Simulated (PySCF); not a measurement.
**Spinor energies of S⁺ (sulfur, charge +1)**

Start: [Ne] 3s2 3p2 4s1; 3p3/2 filled at m_j = +1/2, +3/2; 4s1/2 filled at m_j = +1/2. Calculated with PySCF 2.14 in x2c-TZVPall-2c with one added diffuse shell each of s, p type (6s7p2d1f, 44 functions): generalised Hartree-Fock with the X2C-1e Hamiltonian and a Gaussian nucleus; one run each with spin-orbit coupling (SO) switched off, then screened by Boettger's factors. This is a chosen level, not necessarily the ground level.

```csv
spinor shell,electrons,"ε, spin-free (eV)","ε, screened SO (eV)",weight of nominal j (screened SO),"rms radius, screened SO (bohr)"
1s1/2,2,-2530.7,-2530.7,1.000,0.112
2s1/2,2,-265.09,-265.10,1.000,0.515
2p1/2,2,-200.39,-201.35,0.872,0.490
2p3/2,4,-200.39,-199.93,0.936,0.491
3s1/2,2,-38.591,-38.596,0.999,1.71
3p3/2,2,-27.915,-27.899,0.816,1.94
4s1/2,1,-9.327,-9.328,0.999,4.56
```

```
   quantity   spin-free  screened SO
E (hartree)  -397.74910   -397.74849
        M_J         5/2          5/2
       ⟨J²⟩       8.765        8.763
       ⟨L²⟩       2.012        2.017
       ⟨S²⟩       3.753        3.749
```

Each row is a mean over spinors that exchange with the open shell spreads, by up to 6.923 eV (3s1/2).

Rows whose weight is well below 1 are mixtures of j = l ± 1/2: exchange outweighs spin-orbit coupling there, and the label is only the starting occupation.

Without spin-orbit coupling the j labels of p, d and f shells carry no meaning; the spin-free column gives the mean over the occupied spinors of each nl shell.
